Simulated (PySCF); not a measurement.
CH₁₀NSi₃ (charge -1).
Atom-mapped SMILES: `[CH3:1][SiH-:2][N:3]([SiH3:4])[SiH3:5]` (hydrogens: H6, H7, H8 on C1; H9 on Si2; H10, H11, H12 on Si4; H13, H14, H15 on Si5)

Cartesian coordinates in Å at the PBE0-D3(BJ)/def2-SVP level; atoms count from 1:
```xyz
15
CH10NSi3 angstrom
C      2.234    0.001   -0.715
Si     1.247   -0.540    0.882
N     -0.518   -0.196    0.239
Si    -1.485   -1.600    0.098
Si    -1.023    1.440    0.240
H      3.306    0.116   -0.468
H      2.165   -0.783   -1.490
H      1.887    0.950   -1.164
H      1.362    0.828    1.618
H     -1.831   -2.295    1.390
H     -2.817   -1.264   -0.536
H     -0.875   -2.659   -0.778
H     -0.063    2.349   -0.472
H     -2.353    1.623   -0.464
H     -1.239    2.041    1.606
```

Computed, not measured: PySCF 2.14.0, PBE0-D3(BJ)/def2-SVP geometry optimisation, gas phase.

Take the most abundant isotopes and a rigid rotor. The values belong to one conformer with, in the numbering `[CH3:1][SiH-:2][N:3]([SiH3:4])[SiH3:5]`, C1–Si2–N3–Si4 115°.

Question: What are A, B and C (cm⁻¹)?

Answer: Ia = 198.12, Ib = 274.17, Ic = 399.73 u·Å²; 505379 MHz·u·Å²/I gives 2551, 1843 and 1264 MHz, that is A = 0.08509, B = 0.06149, C = 0.04217 cm⁻¹.

Question: Classify the top.

Answer: An asymmetric top: κ = (2 × 1843 − 2551 − 1264)/(2551 − 1264) = -0.10.

Question: Is it planar, by Δ = Ic − Ia − Ib?

Answer: Not planar: Δ = Ic − Ia − Ib = -72.56 u·Å². For a rigid frame Δ = −2 Σ m c², so Σ m c² = 36.28 u·Å² lies off the ab plane: 13.10 from hydrogen and 23.19 from heavier atoms. The atom farthest from that plane is 1.69 Å away.

Question: Where do the levels up to J = 5 lie, in K?

Answer: Above 0(0,0), as E/k:
J = 1: 1(0,1) 0.149, 1(1,1) 0.183, 1(1,0) 0.211
J = 2: 2(0,2) 0.436, 2(1,2) 0.454, 2(1,1) 0.537, 2(2,1) 0.639, 2(2,0) 0.650
J = 3: 3(0,3) 0.847, 3(1,3) 0.853, 3(1,2) 1.017, 3(2,2) 1.086, 3(2,1) 1.135, 3(3,1) 1.332, 3(3,0) 1.335
J = 4: 4(0,4) 1.376, 4(1,4) 1.378, 4(1,3) 1.636, 4(2,3) 1.674, 4(2,2) 1.788, 4(3,2) 1.944, 4(3,1) 1.965, 4(4,1) 2.266, 4(4,0) 2.267
J = 5: 5(0,5) 2.025, 5(1,5) 2.026, 5(1,4) 2.378, 5(2,4) 2.394, 5(2,3) 2.600, 5(3,3) 2.707, 5(3,2) 2.771, 5(4,2) 3.037, 5(4,1) 3.043, 5(5,1) 3.445, 5(5,0) 3.445
The levels of one J sum to (2J + 1)J(J + 1)(A + B + C)/3.

Question: Which types of transition are allowed, and where do some lines up to J = 5 fall?

Answer: The dipole components (about the centre of mass, as the species is charged) are |μa| = 2.18 D, |μb| = 1.18 D, |μc| = 1.84 D. The squared components, which scale the intensities, stand as 1.00 : 0.29 : 0.72 (a : b : c). Some lines, for components of 0.1 D or more:

```tsv
type	branch	J(Ka,Kc)	MHz	lower level (cm⁻¹)
c	Q	1(1,1) ← 1(0,1)	708	0.104
c	Q	3(2,2) ← 3(1,2)	1449	0.707
c	Q	2(2,1) ← 2(1,1)	2123	0.373
b	Q	4(4,0) ← 4(3,1)	6303	1.365
c	R	2(2,1) ← 1(1,1)	9496	0.127
c	R	3(1,2) ← 2(0,2)	12099	0.303
b	R	4(2,3) ← 3(1,2)	13687	0.707
a	R	5(4,2) ← 4(4,1)	16059	1.575
c	R	4(2,3) ← 3(1,3)	17093	0.593
c	R	4(3,2) ← 3(2,2)	17881	0.755
c	R	4(4,1) ← 3(3,1)	19475	0.926
c	R	5(2,3) ← 4(1,3)	20094	1.137
b	R	5(2,3) ← 4(1,4)	25465	0.958
```

Question: Estimate the classical rotational partition function at 25 K, 50 K and 100 K.

Answer: Point group C1, symmetry number σ = 1; q = (√π/σ)·√((kT/h)³/(ABC)), k/h = 20836.6 MHz/K: 8640 at 25 K, 24400 at 50 K, 69100 at 100 K.

Whether it is a minimum is left open (no frequencies). Zero-point vibration and centrifugal distortion are left out. A rigid rotor knows nothing of internal rotation, which can split or shift real lines. Quadrupole hyperfine structure (14N) is left out.
